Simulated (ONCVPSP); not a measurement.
Reading a pseudo-wave (carbon (C))

Columns: radius, all-electron u(r) and pseudo u(r) of the 2p shell (level -5.34 eV) of carbon in the configuration [He] 2s2 2p2; PW91, scalar-relativistic, ONCV scheme, ONCVPSP 4.0.1.

```csv
r (bohr),all-electron,pseudo
0.145,0.0883,0.0266
0.290,0.2446,0.1020
0.435,0.3938,0.2144
0.580,0.5138,0.3470
0.725,0.6023,0.4812
0.870,0.6618,0.6000
1.015,0.6955,0.6910
1.160,0.7084,0.7481
1.305,0.7054,0.7709
1.450,0.6907,0.7642
1.595,0.6679,0.7357
1.740,0.6396,0.6937
1.885,0.6079,0.6459
2.030,0.5743,0.5976
2.175,0.5399,0.5522
2.320,0.5056,0.5109
2.465,0.4718,0.4736
2.610,0.4392,0.4395
2.755,0.4078,0.4079
2.900,0.3781,0.3781
3.045,0.3499,0.3499
3.190,0.3236,0.3236
3.335,0.2989,0.2989
3.480,0.2759,0.2759
3.625,0.2546,0.2546
3.770,0.2349,0.2349
```

Task: How many radial nodes do the two functions have?

Result: The all-electron 2p function has n − l − 1 = 0; the pseudo-wave has 0.

Task: At about which radius was the pseudo-wave matched?

Result: 2.90 bohr. The columns agree to 0.0005 from 2.61 bohr on; several derivatives are matched, so the curves merge somewhat inside the radius.

Task: Where does each function peak?

Result: Outermost all-electron maximum near 1.16 bohr, pseudo maximum near 1.30 bohr (to the table’s step).

Task: Is the pseudo-wave norm-conserving?

Result: Yes: the ONCV scheme keeps the norm inside the radius equal to the all-electron one, which fixes the energy derivative of the logarithmic derivative at the level.
